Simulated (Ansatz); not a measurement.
Ansatz results at the PBE0-D4/def2-TZVP geometry: HOMO–LUMO gap (PBE/def2-TZVPP) 5.32 eV; LUMO energy (PBE0/def2-TZVPP) -0.41 eV; HOMO energy (ωB97M-V/def2-TZVPP) -10.11 eV.

Each molecule was computed in one conformer, which needn't be the lowest.

Problem. Which molecule gave them?
A. `C[Si](C)(O)[SiH3]`
B. `CO[Si](F)(Cl)SC`
C. `C[SiH2]F`
D. `C=C[SiH](C)O[SiH3]`

Solution. D. The others give `CO[Si](F)(Cl)SC`: 5.21, 0.03, -9.59; `C[Si](C)(O)[SiH3]`: 5.52, 0.17, -9.47; `C[SiH2]F`: 7.43, 0.49, -11.51.
